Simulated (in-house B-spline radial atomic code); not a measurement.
Computed with a B-spline radial atomic code. Model: two electrons, singlet ground state, non-relativistic, full CI in B-splines with partial waves to l = 8 (at full coupling up to 3e-4 hartree above the limit, correlation up to 0.6 % small), density held at that of full coupling by Lieb maximisation.

Along the adiabatic connection the electron repulsion is scaled by a coupling λ while a local potential keeps the density fixed. At λ = 0 the system is the Kohn-Sham one and W equals the exchange energy; the exchange-correlation energy is the area under W between 0 and 1. The kinetic energy rises with λ as the electrons avoid each other, with dT/dλ = −λ dW/dλ.

Command:
```bash
python run_ac.py task.json out
```
Settings (lengths in bohr, energies in hartree):
```
potential              coulomb
strength               1.65
lmax                   8
```

Time taken, with all properties: 30 s on 1 thread of Intel(R) Xeon(R) Processor @ 2.30GHz (shared host).

**W = mean repulsion less Hartree energy, and W of three functionals.**

Given: confinement point charge; nuclear charge 1.65; external potential -Z/r.

Computed: LDA exchange minus exact 109.43 millihartree; SCAN exchange minus exact -5.7109 millihartree.

```tsv
coupling	W xc (hartree)	W xc minus exchange (millihartree)	kinetic minus Kohn-Sham (millihartree)	LDA (PW92) W minus its exchange (millihartree)	PBE W minus its exchange (millihartree)	SCAN W minus its exchange (millihartree)
0	-0.80437	0	0	0	0	0
0.02	-0.80632	-1.955	0.02	-11.26	-1.72	-1.81
0.05	-0.80921	-4.845	0.12	-22.79	-4.33	-4.44
0.12	-0.81577	-11.399	0.68	-43.03	-10.43	-10.32
0.25	?	?	?	?	?	?
0.4	-0.83958	-35.21	6.78	-95.34	-33.56	-31.18
0.6	?	?	?	?	?	?
0.8	-0.86805	-63.682	23.67	-142.97	-62.14	-55.86
1	-0.88031	-75.938	34.68	-161.27	-74.66	-66.53
1.4	-0.90166	-97.29	60.18	-191.4	-96.79	-85.33
2	-0.92752	-123.15	103.82	-226.2	-124.29	-108.65
3	-0.95936	-155	182.48	-268.21	-159.67	-138.54
4.5	-0.9914	-187.03	300.85	-311.26	-197.74	-170.26
7	-1.0238	-219.47	483.63	-357.38	-239.95	-204.06
10	-1.047	-242.62	677.67	-392.81	-273.08	-228.69
```

(1) What belongs in the row 0.25?

(2) What belongs in the row 0.6?

(3) What is the PBE exchange minus exact?

**Energy parts, natural occupations and partial-wave weights.**

Computed: total energy -1.8443 hartree; exchange energy -0.80437 hartree; correlation energy -0.041255 hartree; kinetic part of the DFT correlation energy 0.034683 hartree; Hartree energy 1.6087 hartree; Kohn-Sham kinetic 1.8094 hartree; Lieb Oxford ratio E_xc over LDA exchange 1.2168.

| natural | occupation of the shell (electrons) |
| --- | --- |
| s | 1.9749 |
| s | 0.012992 |
| p | 0.01101 |
| d | ? |
| p | 0.00032989 |
| s | 0.00018324 |

(4) What belongs in the row d?

```tsv
wave	weight
s	0.99404
p	0.005685
d	0.00023689
f	?
g	7.0898e-06
```

(5) What belongs in the row f?

(6) What is the initial slope twice GL2?

(7) What is the kinetic part over minus potential part?

## Answers

(1) W xc (hartree): -0.82728; W xc minus exchange (millihartree): -22.908; kinetic minus Kohn-Sham (millihartree): 2.8; LDA (PW92) W minus its exchange (millihartree): -70.76; PBE W minus its exchange (millihartree): -21.48; SCAN W minus its exchange (millihartree): -20.47.

(2) W xc (hartree): -0.85454; W xc minus exchange (millihartree): -50.169; kinetic minus Kohn-Sham (millihartree): 14.24; LDA (PW92) W minus its exchange (millihartree): -121.49; PBE W minus its exchange (millihartree): -48.49; SCAN W minus its exchange (millihartree): -44.15.

(3) 6.0657 millihartree.

(4) occupation of the shell (electrons): 0.00042486.

(5) weight: 3.142e-05.

(6) -0.098299 hartree.

(7) 0.45673.

Half-way to full coupling W has made 56 % of its drop, against 50 % for a straight line, and second-order (GL2) theory, half the initial slope, overshoots the correlation energy by about 19 %: a moderate bend, as in light atoms. Over couplings 0 to 1 the errors in E_xc come to about +49 millihartree for LDA, +7.5 millihartree for PBE, -0.8 millihartree for SCAN, so SCAN is nearest. In LDA and SCAN the errors of exchange and correlation have opposite signs, so the sum is smaller than the larger of the two.
